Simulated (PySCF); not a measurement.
In(F)2(NH2) (F₂H₂InN), SMILES [NH2][In]([F])[F]. Heavy atoms are numbered as in [In:1]([F:2])([F:3])[NH2:4]. Hydrogens are named by the atom that carries them.

Geometry optimised at B3LYP-D3(BJ)/def2-SVP. The def2 effective core potentials stand for the cores of In; spin–orbit coupling is left out. Other conformers were not sampled.

These are HF/def2-TZVPD (PySCF) values and carry that method's errors.

Mulliken values depend strongly on the basis, most of all with diffuse functions as here. ESP charges are fitted to the potential on shells at 1.4 to 2.0 van der Waals radii. Atomic charges (e), one atom of each kind:

```tsv
atom	Mulliken	ESP fit
In1	1.69	1.46
F2	-0.69	-0.56
N4 (NH2)	-0.74	-0.94
H on N4	0.21	0.30
```
